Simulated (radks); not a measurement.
Values are calculated unless marked as measured or tabulated.
How relativity changes the ionisation of the iron ion Fe+ ([Ar] 3d6 4s1) to Fe2+ ([Ar] 3d6). Spin-unpolarised spherical Kohn-Sham, PBE, point nucleus unless stated (finite: rms radius 3.7377 fm), a radial shooting solver on a logarithmic mesh with Libxc functionals. A level marked "c x" has the speed of light scaled by that factor and shares open shells by 2j + 1; other Dirac levels either fill j = l - 1/2 first or share by 2j + 1.

level	E(Fe+) (hartree)	E(Fe2+) (hartree)	IE (eV)	HOMO	<r> HOMO (bohr)
non-rel.	-1262.97939	-1262.39165	15.993	4s	2.740
scalar-rel.	-1272.12899	-1271.53354	16.203	4s	2.711
scalar-rel., finite nucleus	-1272.12484	-1271.52940	16.203	4s	2.711
Dirac, 2j+1 shares	-1272.15474	-1271.55928	16.203	4s1/2	2.711
Dirac, low j first	-1272.16381	-1271.56855	16.198	4s1/2	2.712
Dirac, 2j+1 shares, finite nucleus	-1272.15059	-1271.55514	16.203	4s1/2	2.711
Dirac, c x 0.75	-1279.52284	-1278.92110	16.374	4s1/2	2.687
Dirac, c x 3	-1263.98295	-1263.39437	16.016	4s1/2	2.737
Dirac, c x 5	-1263.34022	-1262.75218	16.001	4s1/2	2.739

NIST Atomic Spectra Database: 16.199 eV (measured). The relativistic part of the total energy of Fe+ is -9.171 hartree (Dirac, 2j+1 shares, finite nucleus), 0.73 % of the non-relativistic value. Spin polarisation and multiplet splitting of open shells are left out at every level.

Beside tabulated values, note that spin-unpolarised runs miss the spin-polarisation part of the exchange energy of open shells.
